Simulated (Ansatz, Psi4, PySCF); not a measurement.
HGa (SMILES [GaH]), singlet, at a GFN2-xTB geometry (such geometries of metal compounds can be far from the true shape). Base run: PySCF with B3LYP5/6-31G**.

The PySCF input:
```python
from pyscf import gto, scf, dft

mol = gto.Mole()
mol.atom = '''
    Ga   -0.00000000   -0.00000000   -0.05952365
    H     0.00000000    0.00000000    1.84523317
'''
mol.basis = '6-31g**'
mol.verbose = 3
mol.build()

mf = dft.RKS(mol)
mf.xc = 'b3lyp5'
mf.kernel()
```

The same geometry, method and basis name were run in Ansatz (a program for electronic structure) and Psi4 and PySCF, at each program's defaults and at the settings that a row names. The base is PySCF at its defaults. Differences at the defaults can come from grids, fitting, cores and function types together.

| code and settings | ΔE vs base (mEh) | basis functions | E (Eh) | SCF cycles | dipole (D) |
|---|---|---|---|---|---|
| PySCF, defaults (exact integrals, its default grid, spherical functions) | 0.000 | 37 | -1925.06382 | 7 | 1.04 |
| Psi4, defaults (density fitting with its default set, its default grid, Cartesian functions) | 89.972 | 40 | -1924.97385 | 9 | 1.04 |
| Ansatz, defaults (factorised integrals, its default grid, Cartesian functions) | -5.039 | 40 | -1925.06886 | - | - |
| PySCF, density fitting with def2-universal-jkfit | -0.005 | 37 | -1925.06383 | 7 | 1.04 |
| PySCF, fine grid | 0.000 | 37 | -1925.06382 | 7 | 1.04 |
| Psi4, exact integrals, spherical functions, fine grid | 0.001 | 37 | -1925.06382 | 11 | 1.04 |
| Ansatz, high accuracy, Cartesian functions as the basis file defines them | -5.039 | 40 | -1925.06886 | - | - |
